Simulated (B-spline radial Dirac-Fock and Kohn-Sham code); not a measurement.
**How the levels of hafnium move as electrons are removed**

These are calculated numbers from a radial atomic solver; the model is multi-electron Dirac-Fock with separately optimised hole states, Breit and Lamb-shift corrections added in first order. Each ion is free and in its tabulated ground configuration. No correlation.

Reference: Hf³⁷⁺, [Ar] 3d10 4s2 4p5, with K (1s) 66992.0 eV, L2 (2p1/2) 12387.6 eV, M2 (3p1/2) 3956.0 eV, M4 (3d3/2) 3307.2 eV, M5 (3d5/2) 3250.4 eV. Shifts from it, in eV (a dash: the subshell is empty, belongs to an open shell averaged over j, or its hole state is left out as unreliable):

```tsv
ion	configuration	K (1s)	L2 (2p1/2)	M2 (3p1/2)	M4 (3d3/2)	M5 (3d5/2)
Hf³⁸⁺	[Ar] 3d10 4s2 4p4	+81.4	+75.5	+66.8	+68.0	+67.8
Hf³⁹⁺	[Ar] 3d10 4s2 4p3	+163.8	–	–	+136.7	+136.3
Hf⁴⁰⁺	[Ar] 3d10 4s2 4p2	+247.3	+229.1	+202.1	+206.1	+205.5
Hf⁴¹⁺	[Ar] 3d10 4s2 4p1	+331.9	+307.3	+270.9	+276.3	+275.4
Hf⁴²⁺	[Ar] 3d10 4s2	+417.6	+386.5	+340.3	+347.1	+346.0
Hf⁴³⁺	[Ar] 3d10 4s1	+502.1	+466.6	+411.4	+419.4	+418.0
Hf⁴⁴⁺	[Ar] 3d10	+590.4	+547.5	+483.1	+492.3	+490.7
Hf⁴⁵⁺	[Ar] 3d9	?	?	?	?	?
```

Problem. Give the missing shifts for Hf⁴⁵⁺.

Solution. K (1s) +747.1, L2 (2p1/2) +700.9, M2 (3p1/2) +599.0, M4 (3d3/2) –, M5 (3d5/2) – (eV).
